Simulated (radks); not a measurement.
Task: All-electron atom: Ni21+ in [He] 2s2 2p3. Calculated with a radial shooting solver on a logarithmic mesh with Libxc functionals: Dirac Kohn-Sham, PBE, spin-unpolarised, spherical densities, point nucleus; open shells fill j = l - 1/2 first. Some entries of the table are withheld. Estimate them.

orbital  occ.  eigenvalue (eV)  <1/r> (bohr^-1)  <r^2> (bohr^2)
1s1/2       2              (1)              (2)        0.003907
2s1/2       2              (3)            6.478         0.06281
2p1/2       2        -1838.188              (4)         0.04775
2p3/2       1        -1817.812              (5)         0.04897

Result: 
(1) 1s1/2 eigenvalue (eV): -9337.522
(2) 1s1/2 <1/r> (bohr^-1): 28.15
(3) 2s1/2 eigenvalue (eV): -1930.676
(4) 2p1/2 <1/r> (bohr^-1): 6.419
(5) 2p3/2 <1/r> (bohr^-1): 6.290
